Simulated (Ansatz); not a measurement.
Z-matrix (Å, degrees):
```
C
Ga 1 1.978
H 1 1.094 2 109.4
H 1 1.093 2 110.5 3 117.5
H 1 1.090 2 112.5 3 -120.7
P 2 2.333 1 115.0 3 120.2
B 2 2.104 1 125.5 3 -65.9
H 6 1.419 2 96.5 1 -142.1
H 6 1.420 2 95.2 1 -46.5
O 7 1.355 2 118.7 1 88.5
H 7 1.209 2 123.1 1 -92.7
H 10 0.962 7 113.7 2 178.8
```

The species carries charge 0 and has multiplicity 1.

**Question.** List the ωB97M-V/def2-TZVPP orbital energies in eV (Ansatz 0.2.0). (Estimate.)

**Answer.** The calculation gave: Occupied: -10153.04, -2104.56, -1256.58, -1110.77, -1110.67, -1110.64, -527.04, -280.75, -188.49, -182.11, -153.88, -130.74, -130.70, -130.66, -106.40, -106.13, -106.06, -31.90, -25.48, -25.37, -25.32, -25.24, -25.18, -21.56, -19.80, -18.73, -15.67, -14.16, -13.47, -13.36, -13.34, -12.74, -12.42, -10.46, -9.37, -8.49. Lowest empty: 0.52, 0.95, 2.08, 2.27, 2.78, 3.06, 3.66, 3.94.
